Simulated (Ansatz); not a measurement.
ClFISn (`[F][Sn]([Cl])[I]`) radical at its PBE0-D4/def2-TZVP geometry, where that method's forces vanish. Total charge 0; spin multiplicity 2. Sn, I: def2 effective core potential.

```json
{"atom": "F1", "x (Å)": "-1.640", "y (Å)": "0.917", "z (Å)": "-0.026"}
{"atom": "Sn2", "x (Å)": "-0.375", "y (Å)": "-0.527", "z (Å)": "-0.002"}
{"atom": "Cl3", "x (Å)": "0.723", "y (Å)": "-0.305", "z (Å)": "-2.049"}
{"atom": "I4", "x (Å)": "1.292", "y (Å)": "-0.085", "z (Å)": "2.077"}
```

(1) For each bond, give half the difference of the two atoms' forces along it (eV/Å; positive pushes the atoms apart) under PBE-D4, r2SCAN-D4, B3LYP-D4, ωB97M-V in def2-TZVPP. (Best estimate.)

## Answers

(1) The calculation gave: 
| bond | length (Å) | PBE-D4 | r2SCAN-D4 | B3LYP-D4 | ωB97M-V |
| --- | --- | --- | --- | --- | --- |
| F1–Sn2 | 1.920 | 0.60 | 0.10 | 0.33 | 0.01 |
| Sn2–Cl3 | 2.333 | 0.29 | 0.09 | 0.29 | -0.06 |
| Sn2–I4 | 2.701 | 0.15 | 0.04 | 0.21 | -0.10 |

B3LYP here is the variant with VWN-RPA as its local correlation; programs differ in this.

Computed with Ansatz.
